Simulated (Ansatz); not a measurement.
`FBCF` + `C=N` → `C=NBF` + `CF`  (ligand exchange at a B–C bond)

Calculated with Ansatz (gas phase, PBE0-D4/def2-TZVP geometries, no zero-point term in ΔE). CBS: MP2 limit from def2 TZ/QZ plus the TZ coupled-cluster correction, frozen cores. This one scheme is used for every species. DFT in def2-TZVPP. B3LYP here is the variant with VWN-RPA as its local correlation; programs differ in this. HSE06 is defined as in plane-wave codes. Each species was taken in one conformer, which may not be the lowest.

```tsv
level	ΔE (kcal/mol)	difference from CCSD(T)/CBS
LDA (SPW92)	-25.6	-4.3
PBE-D4	-23.4	-2.1
revPBE-D4	-22.7	-1.4
BLYP-D4	-24.2	-2.9
r2SCAN-D4	-23.4	-2.1
B97M-V	-22.7	-1.4
PBE0-D4	-22.8	-1.5
B3LYP-D4	-23.8	-2.5
r2SCAN0-D4	-23.1	-1.8
HSE06-D4	-22.9	-1.6
BHLYP-D4	-23.2	-1.9
ωB97X-V	-21.1	0.2
ωB97M-V	-21.5	-0.2
B2PLYP	-22.9	-1.6
PBE-QIDH	-22.2	-0.9
revPBE	-22.7	-1.4
r2SCAN	-23.4	-2.1
PBE0	-22.8	-1.5
B3LYP	-23.8	-2.5
r2SCANh	-23.2	-1.9
r2SCAN0	-23.0	-1.7
HSE06	-22.9	-1.6
BHLYP	-23.1	-1.8
CAM-B3LYP	-23.3	-2.0
LC-ωPBE	-21.8	-0.5
RPA@PBE/def2-TZVPP	-19.6	1.7
HF/def2-SVP	-23.5	-2.2
MP2/def2-SVP	-24.4	-3.1
CCSD/def2-SVP	-23.2	-1.9
CCSD(T)/def2-SVP	-23.4	-2.1
HF/def2-TZVPP	-21.3	0.0
MP2/def2-TZVPP	-22.2	-0.9
SCS-MP2/def2-TZVPP	-21.8	-0.5
CCSD/def2-TZVPP	-20.9	0.4
CCSD(T)/def2-TZVPP	-21.0	0.3
HF/def2-QZVPP	-21.4	-0.1
MP2/def2-QZVPP	-22.4	-1.1
SCS-MP2/def2-QZVPP	-21.9	-0.6
HF/CBS(def2)	-21.4	-0.1
MP2/CBS(def2)	-22.5	-1.2
CCSD(T)/CBS	-21.3	0
```

Largest T1 diagnostic among the species: 0.014.

Leaving LDA and LC-ωPBE aside and taking each functional with its dispersion term where it has one, the values spread over 3.1 kcal/mol, from BLYP-D4 to ωB97X-V. LDA lies −2.1 kcal/mol from PBE without D4. From BLYP to BHLYP (50 % exact exchange), in def2-TZVPP and without D4, ΔE moves by +1.0 kcal/mol. At CCSD(T), def2-SVP lies −2.1 kcal/mol from the extrapolated value and def2-TZVPP +0.3 kcal/mol.
